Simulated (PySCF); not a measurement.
Species: C3H12NSi3 (doublet state).
Geometry (GFN2-xTB, Å), atoms numbered from 1 in this order:
```xyz
19
C3H12NSi3 angstrom
C     -2.8009   -1.0608    0.4741
Si    -1.8617    0.5761    0.3145
C      0.0020    0.2789    0.6722
C      0.8164    1.4561    0.5315
N      0.8588    2.5877    0.0746
Si     0.9612   -0.9633   -0.4602
Si     3.1529   -0.3991   -0.0080
H     -2.6803   -1.4939    1.4625
H     -2.4498   -1.7890   -0.2504
H     -3.8631   -0.9132    0.3084
H     -1.9883    1.1206   -1.0434
H     -2.3709    1.5605    1.2800
H      0.1142   -0.1142    1.6861
H      0.0819    3.1016   -0.3467
H      0.4598   -2.3058   -0.1264
H      0.5077   -0.7266   -1.8393
H      4.0561   -1.4908   -0.4133
H      3.3789   -0.2060    1.4275
H      3.6152    0.7904   -0.7210
```

The hyperfine couplings belong to this conformer and change with its torsions.

As a line formula: `[SiH2]([C@@H]([SiH2][SiH3])/[C]=N\[H])C` [radical].

The calculation used UKS B3LYP, pcH-1 on C H N Si, non-relativistic, mean-field spin-orbit, GIAO (PySCF). One conformer (not necessarily the lowest) at the GFN2-xTB geometry, without solvent, vibrations or thermal averaging. A GFN2-xTB geometry isn't a minimum of the functional, and hyperfine couplings can be far from their values at a DFT geometry. No stability test was run, so a lower SCF solution isn't excluded.

What is the g tensor, term by term?

```tsv
Δg (ppm)	1	2	3
relativistic mass correction	-178	-178	-178
gauge correction	8	34	-59
orbital Zeeman/spin–orbit	-2279	-64	1366
total	-2449	-208	1129
```

So g = 1.99987, 2.00211, 2.00345 and g_iso = 2.00181; the tensor is rhombic: the two nearest values differ by 37 % of g3 − g1. Axes: g1 points within 3° of the C4–N5 bond.

What are the electron Larmor frequencies g μB B/h along the three axes at 1200 mT?

33.5888, 33.6264, 33.6489 GHz for g1, g2 and g3, a range of 60.1 MHz.

Average each term over the three axes. Which is largest in size?

The orbital-Zeeman/spin–orbit term -326, the mass correction -178 and the gauge correction -5 ppm, for a total of -510 ppm. The orbital-Zeeman/spin–orbit term is the largest in size. The mass correction is the same along every axis, so the anisotropy comes from the other two: their spans along these axes are 93 (gauge) and 3645 ppm (orbital Zeeman/spin–orbit).

In a frozen sample, at which fields do the three g values resonate at 9.5, 34, 94 and 263 GHz (hyperfine left aside), and which band first spreads them over more than twice a line width of 1.0 mT?

```tsv
band	GHz	B(g3) mT	B(g2) mT	B(g1) mT	spread mT
X	9.5	338.79	339.02	339.40	0.61
Q	34.0	1212.52	1213.33	1214.69	2.17
W	94.0	3352.26	3354.50	3358.26	6.00
J	263.0	9379.21	9385.47	9395.99	16.78
```

The spread grows in proportion to the frequency. Q band is the first where it exceeds 2.0 mT.

Largest spin populations (Mulliken): C4 (+0.67), H14 (+0.11), N5 (+0.11) and Si2 (+0.07). No atom but C4 exceeds +0.15.

The HOMO–LUMO gaps are 4.36 eV among the α and 6.07 eV among the β orbitals.
